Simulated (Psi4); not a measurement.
HgI (SMILES [I][Hg]), doublet, at a GFN2-xTB geometry (such geometries of metal compounds can be far from the true shape) (the spin is typed, not shown lowest) (core potentials on Hg, I); R2SCAN/def2-TZVP (Psi4 1.11).

Here is a job for Psi4.
```
memory 2 GB

molecule mol {
0 2
Hg   -0.000000   -0.000000   -1.184662
I     0.000000    0.000000    1.788169
}

set {
  basis def2-tzvp
  reference uks
}

energy('r2scan')
print_variables()
```

### Question
Write the output that Psi4 gives for this input, abridged.

### Answer

```
   => Loading Basis Set <=

    Name: DEF2-TZVP
    Role: ORBITAL
    Keyword: BASIS

    !!!  WARNING: ECP capability is in beta. Please check occupations closely.  !!!

         ---------------------------------------------------------
                                   SCF
               by Justin Turney, Rob Parrish, Andy Simmonett
                          and Daniel G. A. Smith
                              UKS Reference
         ---------------------------------------------------------

  ==> Geometry <==

    Molecular point group: c2v
    Full point group: C_inf_v

    Geometry (in Angstrom), charge = 0, multiplicity = 2:

       Center              X                  Y                   Z               Mass
    ------------   -----------------  -----------------  -----------------  -----------------
         HG           0.000000000000     0.000000000000    -1.147139234779   201.970643400000
         I            0.000000000000     0.000000000000     1.825691765221   126.904471900000

  Running in c2v symmetry.

  Rotational constants: A = ************  B =      0.02447  C =      0.02447 [cm^-1]
  Rotational constants: A = ************  B =    733.74068  C =    733.74068 [MHz]
  Nuclear repulsion =   89.002235692173556

  Charge       = 0
  Multiplicity = 2
  Electrons    = 45
  Nalpha       = 23
  Nbeta        = 22

  ==> Algorithm <==

  SCF Algorithm Type is DF.
  DIIS enabled.
  MOM disabled.
  Fractional occupation disabled.
  Guess Type is SAD.
  Energy threshold   = 1.00e-06
  Density threshold  = 1.00e-06
  Integral threshold = 1.00e-12

  ==> Primary Basis <==

  Basis Set: DEF2-TZVP
    Blend: DEF2-TZVP
    Number of shells: 31
    Number of basis functions: 93
    Number of Cartesian functions: 108
    Spherical Harmonics?: true
    Max angular momentum: 3

  Core potential: DEF2-TZVP
    Number of shells: 8
    Number of ECP primitives: 39
    Number of ECP core electrons: 88
    Max angular momentum: 3

  ==> DFT Potential <==

   => LibXC <=

    Version 7.1.2
    S. Lehtola, C. Steigemann, M. J. T. Oliveira, and M. A. L. Marques,  SoftwareX 7, 1–5 (2018) (10.1016/j.softx.2017.11.002)

   => Composite Functional: R2SCAN <=

    r2SCAN Meta-GGA XC Functional  (0.1021/acs.jpclett.0c02405)
    J. W. Furness, A. D. Kaplan, J. Ning, J. P. Perdew, J. Sun  J. Phys. Chem. Lett.  11, 8208–8215, 2020

    Deriv               =              1
    GGA                 =           TRUE
    Meta                =           TRUE

    Exchange Hybrid     =          FALSE
    MP2 Hybrid          =          FALSE

   => Exchange Functionals <=

    1.0000   XC_MGGA_X_R2SCAN

   => Correlation Functionals <=

    1.0000   XC_MGGA_C_R2SCAN

   => LibXC Density Thresholds  <==

    XC_MGGA_C_R2SCAN:  1.00E-15
    XC_MGGA_X_R2SCAN:  1.00E-11

   => Molecular Quadrature <=

    Radial Scheme          =       TREUTLER
    Pruning Scheme         =           NONE
    Nuclear Scheme         =       TREUTLER

    Blocking Scheme        =         OCTREE
    BS radius alpha        =              1
    Pruning alpha          =              1
    Radial Points          =             75
    Spherical Points       =            302
    Total Points           =          42814
    Total Blocks           =            425
    Max Points             =            252
    Max Functions          =             91
    Weights Tolerance      =       1.00E-15

   => Loading Basis Set <=

    Name: (DEF2-TZVP AUX)
    Role: JKFIT
    Keyword: DF_BASIS_SCF

  ==> Integral Setup <==

  SCF_SUBTYPE=INCORE selected. In-core MEM_DF algorithm will be used.
  Using in-core AOs.

  ==> MemDFJK: Density-Fitted J/K Matrices <==

    J tasked:                   Yes
    K tasked:                    No
    wK tasked:                   No
    Algorithm:                 Core
    Schwarz Cutoff:           1E-12
    Mask sparsity (%):       2.1737
    Fitting Condition:        1E-10

   => Auxiliary Basis Set <=

  Basis Set: (DEF2-TZVP AUX)
[...]
    SOCC [     0,    0,    1,    0 ]
    NA   [    11,    2,    5,    5 ]
    NB   [    11,    2,    4,    5 ]

   @DF-UKS iter   1:  -451.00244795790763   -2.53585e+00   1.76422e-02 DIIS/ADIIS
    Occupation by irrep:
             A1    A2    B1    B2
    DOCC [    10,    2,    5,    5 ]
    SOCC [     1,    0,    0,    0 ]
    NA   [    11,    2,    5,    5 ]
    NB   [    10,    2,    5,    5 ]

   @DF-UKS iter   2:  -447.77158618003830    3.23086e+00   3.64429e-02 DIIS/ADIIS
   @DF-UKS iter   3:  -451.30246793570331   -3.53088e+00   8.20734e-03 DIIS/ADIIS
   @DF-UKS iter   4:  -451.35840919928648   -5.59413e-02   5.69950e-03 DIIS/ADIIS
   @DF-UKS iter   5:  -451.39494208469085   -3.65329e-02   1.88806e-03 DIIS/ADIIS
   @DF-UKS iter   6:  -451.40215863092709   -7.21655e-03   6.49404e-04 DIIS/ADIIS
   @DF-UKS iter   7:  -451.40293343982421   -7.74809e-04   2.86721e-04 DIIS/ADIIS
   @DF-UKS iter   8:  -451.40310622641414   -1.72787e-04   5.00335e-05 DIIS
   @DF-UKS iter   9:  -451.40310960035254   -3.37394e-06   3.06382e-05 DIIS
   @DF-UKS iter  10:  -451.40311057808572   -9.77733e-07   3.96036e-06 DIIS
   @DF-UKS iter  11:  -451.40311061870796   -4.06222e-08   7.44903e-07 DIIS
  Energy and wave function converged.

  ==> Post-Iterations <==

   Electrons on quadrature grid:
      Nalpha   =   23.0000013028 ; deviation = 1.303e-06
      Nbeta    =   22.0000014461 ; deviation = 1.446e-06
      Ntotal   =   45.0000027489 ; deviation = 2.749e-06

   @Spin Contamination Metric:   9.832280308E-03
   @S^2 Expected:                7.500000000E-01
   @S^2 Observed:                7.598322803E-01
   @S   Expected:                5.000000000E-01
   @S   Observed:                5.000000000E-01

    Orbital Energies [Eh]
    ---------------------

    Alpha Occupied:

[...]
    Alpha Virtual:

[...]
      40A1   124.607463

    Beta Occupied:

[...]
       5B2    -0.238579

    Beta Virtual:

[...]
    Final Occupation by Irrep:
             A1    A2    B1    B2
    DOCC [    10,    2,    5,    5 ]
    SOCC [     1,    0,    0,    0 ]
    NA   [    11,    2,    5,    5 ]
    NB   [    10,    2,    5,    5 ]

  @DF-UKS Final Energy:  -451.40311061870796

   => Energetics <=

    Nuclear Repulsion Energy =             89.0022356921735565
    One-Electron Energy =                -965.7042050872028085
    Two-Electron Energy =                 461.6261537196696736
    DFT Exchange-Correlation Energy =     -36.3272949433484058
    Empirical Dispersion Energy =           0.0000000000000000
    VV10 Nonlocal Energy =                  0.0000000000000000
    Total Energy =                       -451.4031106187079558

  UHF NO Occupations:
  HONO-2 :    9 A1 1.9995801
  HONO-1 :   10 A1 1.9964008
  HONO-0 :   11 A1 1.0000000
  LUNO+0 :   12 A1 0.0035992
  LUNO+1 :   13 A1 0.0004199
  LUNO+2 :    6 B2 0.0002661
  LUNO+3 :    6 B1 0.0002661

Computation Completed

Properties will be evaluated at   0.000000,   0.000000,   0.000000 [a0]

Properties computed using the SCF density matrix

 Multipole Moments:

 ------------------------------------------------------------------------------------
     Multipole            Electronic (a.u.)      Nuclear  (a.u.)        Total (a.u.)
 ------------------------------------------------------------------------------------

 L = 1.  Multiply by 2.5417464519 to convert [e a0] to [Debye]
 Dipole X            :          0.0000000            0.0000000            0.0000000
 Dipole Y            :          0.0000000            0.0000000            0.0000000
 Dipole Z            :        -43.8441985           42.8958560           -0.9483424
 Magnitude           :                                                    0.9483424

 ------------------------------------------------------------------------------------

  Variable Map:
  ----------------------------------------------------------------------------
[...]
  Array Variable Map:
  ----------------------------------------------------------------------------
[...]
[...]
```
